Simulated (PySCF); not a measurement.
**Tl(2+) (thallium, charge +2) across methods**

[Xe] 4f14 5d10 6s1, 2S determinant. Calculation: PySCF 2.14, in aug-cc-pVTZ-PP with ECP60MDF; a scalar-relativistic core potential.

```
 method  E (hartree)  mean ε 5d α (eV)  mean ε 5d β (eV)  mean ε 6s α (eV)  Σ⟨r²⟩ (bohr²)   ⟨S²⟩
 r2SCAN    -171.6293           -33.901           -33.442           -26.015          36.30  0.752
   PW91    -171.6480           -33.438           -33.074           -25.840          36.53  0.750
    UHF   -170.65615           -40.629           -40.222           -28.410          36.46  0.751
   PBE0    -171.5565           -35.449           -35.069           -26.633          36.43  0.751
r2SCAN0    -171.5770           -35.839           -35.409           -26.912          36.28  0.751
LC-wPBE    -171.5833           -38.134           -37.785           -29.186          36.38  0.751
    LDA    -171.2808           -33.507           -33.175           -26.158          36.68  0.750
wB97M-V    -171.4846           -37.951           -37.611           -28.594          36.45  0.750
    PBE    -171.5819           -33.361           -32.994           -25.745          36.54  0.750
```

Energies and moments cover only the electrons outside the core potential. Spin-orbit coupling, which splits the p, d and f shells strongly at this Z, is absent.
